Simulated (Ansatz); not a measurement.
Computed with Ansatz on PBE0-D4/def2-TZVP structures; ΔE is electronic, products minus reactants. CCSD(T)/CBS adds triple-zeta CCSD(T) − MP2 to the extrapolated MP2 energy (def2 sets, frozen cores). This one scheme is used for every species. DFT in def2-TZVPP. HSE06 is defined as in plane-wave codes. For Ge outer-core shells are correlated without core-valence functions, which leaves a few kJ/mol of doubt a bond. Scalar relativity is left out up to krypton. One conformer a species, not always the lowest.

`[OH][GeH2][SiH3]` + H₂S → `[OH][GeH2][SH]` + SiH₄  (cleavage of the Ge–Si bond)

`[OH][GeH2][SiH3]`:

```xyz
9

O    -1.040   -0.465   -1.803
Ge    0.262   -0.787   -0.616
Si    0.281    0.920    1.055
H    -1.914   -0.523   -1.412
H     0.044   -2.183    0.011
H     1.537   -0.800   -1.473
H     1.325    0.631    2.074
H    -1.046    0.963    1.728
H     0.551    2.245    0.438
```

H₂S:

Z-matrix (Å, degrees):
```
S
H 1 1.341
H 1 1.341 2 92.3
```

`[OH][GeH2][SH]`:

```xyz
7

O     0.213   -0.803   -1.358
Ge    0.547   -0.043    0.213
S    -1.329    0.670    1.159
H    -0.483   -1.463   -1.301
H     1.129   -1.055    1.213
H     1.496    1.107   -0.134
H    -1.572    1.587    0.208
```

SiH₄:

```xyz
5

Si    0.000    0.000    0.000
H     1.108    0.971   -0.184
H    -1.042    0.599    0.871
H     0.525   -1.236    0.634
H    -0.591   -0.334   -1.321
```

```csv
level,ΔE (kJ/mol),difference from CCSD(T)/CBS
LDA (SPW92),-39.5,7.0
PBE0-D4,-43.0,3.5
CAM-B3LYP-D4,-47.5,-1.0
PBE-QIDH,-49.5,-3.0
r2SCAN,-47.2,-0.7
HSE06,-43.5,3.0
HF/def2-SVP,-58.3,-11.8
MP2/def2-SVP,-57.4,-10.9
MP2/CBS(def2),-53.4,-6.9
CCSD/CBS(def2),-46.1,0.4
CCSD(T)/CBS,-46.5,0
```

Largest T1 diagnostic among the species: 0.012.

At CCSD(T), def2-SVP lies −4.7 kJ/mol from the extrapolated value and def2-TZVPP −1.6 kJ/mol. In def2-TZVPP, CCSD(T) changes the Hartree–Fock value by +10.3 kJ/mol (the triples alone add −0.4 kJ/mol) and MP2 by +3.3 kJ/mol.
